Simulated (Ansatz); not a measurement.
Consider the redistribution: `OP[SiH2][SeH]` + `C[CH2][AlH][AlH2]` → `[AlH2][AlH][SeH]` + `CC[SiH2]PO`.

Calculated with Ansatz (gas phase, PBE0-D4/def2-TZVP geometries, no zero-point term in ΔE). CCSD(T)/CBS is the MP2 limit (def2-TZVPP, def2-QZVPP) plus CCSD(T) − MP2 in def2-TZVPP, frozen cores. DFT in def2-TZVPP. B3LYP here is the variant with VWN-RPA as its local correlation; programs differ in this. For Se outer-core shells are correlated without core-valence functions, which leaves a few kJ/mol of doubt a bond. Scalar relativity is left out up to krypton. Each species was taken in one conformer, which may not be the lowest.

```csv
level,ΔE (kJ/mol),difference from CCSD(T)/CBS
PBE-D4,-76.2,5.6
r2SCAN-D4,-80.5,1.3
PBE0-D4,-79.0,2.8
B3LYP-D4,-78.6,3.2
r2SCAN,-80.0,1.8
PBE0,-78.1,3.7
B3LYP,-77.3,4.5
HF/def2-TZVPP,-84.1,-2.3
MP2/def2-TZVPP,-83.2,-1.4
SCS-MP2/def2-TZVPP,-82.2,-0.4
CCSD/def2-TZVPP,-83.0,-1.2
CCSD(T)/def2-TZVPP,-83.0,-1.2
MP2/def2-QZVPP,-82.2,-0.4
HF/CBS(def2),-83.3,-1.5
MP2/CBS(def2),-81.9,-0.1
CCSD/CBS(def2),-81.7,0.1
CCSD(T)/CBS,-81.8,0
```

Largest T1 diagnostic among the species: 0.012.
